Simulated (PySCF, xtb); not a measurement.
1,3-dichlorobuta-1,2-diene (C4H4Cl2), SMILES CC(Cl)=C=CCl.

Harmonic wavenumbers (cm⁻¹) from GFN2-xTB in xtb 6.7.1 at its own minimum, in rising order: 83, 103, 142, 218, 283, 366, 447, 484, 607, 712, 752, 949, 1024, 1078, 1152, 1378, 1386, 1450, 1462, 2039, 3017, 3029, 3050, 3058.

**Question.** What does B3LYP-D3(BJ)/def2-SVP run with PySCF give at its own minimum? (The exact figures need the calculation; the answer reports its results.)

**Answer.** 91, 109, 192, 242, 299, 390, 497, 537, 637, 753, 801, 948, 1041, 1097, 1206, 1378, 1394, 1442, 1460, 2069, 3035, 3112, 3147, 3182. Paired by order, the mean absolute difference is 34 cm⁻¹ and the zero-point energies are 40.4 and 41.5 kcal/mol.
